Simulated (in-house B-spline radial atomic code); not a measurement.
Inner levels of gallium as electrons are removed. A shift is the extra binding of the orbital against the neutral atom ([Ar] 3d10 4s2 4p1). The density at the nucleus is averaged over the nuclear charge. Computed with an all-electron radial atomic-structure program (B-spline basis): Dirac-Hartree-Fock, average of the configuration, finite nuclei.

| ion | configuration | shift of 2p1/2 (eV) | shift of 3p3/2 (eV) | shift of 2p3/2 (eV) | radius of 2p1/2 (bohr) | radius of 3p3/2 (bohr) | radius of 2p3/2 (bohr) | Σ<r²> (bohr²) | change of density at nucleus (bohr⁻³) |
| --- | --- | --- | --- | --- | --- | --- | --- | --- | --- |
| Ga | [Ar] 3d10 4s2 4p1 | 0 | 0 | 0 | 0.18822 | 0.68288 | 0.19166 | 40.545 | - |
| Ga+ | [Ar] 3d10 4s2 | 8.2327 | 8.2144 | 8.2322 | 0.18822 | 0.68303 | 0.19166 | 24.882 | 2.9632 |
| Ga2+ | [Ar] 3d10 4s1 | 20.073 | 20.085 | 20.072 | 0.18822 | 0.68259 | 0.19166 | 17.683 | -6.9489 |
| Ga3+ | [Ar] 3d10 | ? | ? | ? | ? | ? | ? | ? | ? |
| Ga4+ | [Ar] 3d9 | ? | ? | ? | ? | ? | ? | ? | ? |
| Ga5+ | [Ar] 3d8 | 89.626 | 83.319 | 89.649 | 0.18816 | 0.66323 | 0.19159 | 9.2522 | -8.6702 |

Problem. Fill in the row of Ga3+.

Solution. shift of 2p1/2 (eV): 33.363; shift of 3p3/2 (eV): 33.357; shift of 2p3/2 (eV): 33.36; radius of 2p1/2 (bohr): 0.18821; radius of 3p3/2 (bohr): 0.68189; radius of 2p3/2 (bohr): 0.19166; Σ<r²> (bohr²): 12.253; change of density at nucleus (bohr⁻³): -21.591.

Problem. Fill in the row of Ga4+.

Solution. shift of 2p1/2 (eV): 59.954; shift of 3p3/2 (eV): 57.31; shift of 2p3/2 (eV): 59.965; radius of 2p1/2 (bohr): 0.1882; radius of 3p3/2 (bohr): 0.67297; radius of 2p3/2 (bohr): 0.19164; Σ<r²> (bohr²): 10.59; change of density at nucleus (bohr⁻³): -15.956.
